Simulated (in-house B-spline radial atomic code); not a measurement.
Configurations of Eu⁺, with energies counted from [Xe] 4f7 6s1. Method: scalar-relativistic (X2C) r2SCAN0, spin-polarised, spherical fractional occupations, Fermi nucleus of rms radius 5.1115 fm. Calculated with an all-electron radial atomic-structure program (B-spline basis). Caution: exact exchange at fractional occupations of open shells leaves self-interaction of up to several eV. Shells without spins written out take the highest spin.

Occupations are held fixed; configurations that lie above the ionisation limit could autoionise.

| configuration | E - E(ref) (eV) | highest orbital | its <r> (bohr) |
| --- | --- | --- | --- |
| [Xe] 4f7 7s1 | 5.9126 | 7s up | 7.978 |
| [Xe] 4f7 7d1 | 8.5355 | 7d up | 14 |
| [Xe] 4f7 6f1 | 9.0439 | 6f up | 15.93 |
| [Xe] 4f(6 up, 1 down) 6s(1 up, 0 down) | 11.122 | 4f down | 1.186 |
| [Xe] 4f6 6s1 7d1 | 17.949 | 7d up | 13.15 |
| [Xe] 4f(6 up, 1 down) 7d(1 up, 0 down) | 19.712 | 7d up | 13.99 |
| [Xe] 4f(5 up, 2 down) 7s(1 up, 0 down) | 24.682 | 7s up | 7.976 |
| [Kr] 4d9 4f7 5s2 5p6 6s2 | 137.12 | 6s down | 3.725 |

Q: Order these further configurations by energy, lowest first.
A. [Xe] 4f(3 up, 4 down) 6s(0 up, 1 down)
B. [Kr] 4d10 4f(3 up, 4 down) 5s2 5p(2 up, 3 down) 6s(0 up, 1 down) 7s(1 up, 0 down)
C. [Xe] 4f7 6d1
D. [Xe] 4f8
E. [Kr] 4d9 4f7 5s2 5p6 6s1 7f1

A: C (6.844 eV), D (7.4278 eV), A (22.628 eV), B (54.15 eV), E (147.62 eV).

Q: How far above the reference does [Kr] 4d9 4f7 5s2 5p6 6s1 7d1 lie?

A: 146.41 eV; its least bound orbital is 7d up with <r> = 13.13 bohr.

Q: How far above the reference does [Xe] 4f7 5d1 lie?

A: 2.2462 eV; its least bound orbital is 5d up with <r> = 3.028 bohr.

Q: How far above the reference does [Kr] 4d(5 up, 4 down) 4f(2 up, 5 down) 5s2 5p6 5f(1 up, 0 down) 6s(1 up, 0 down) lie?

A: 174.16 eV; its least bound orbital is 5f up with <r> = 8.532 bohr.
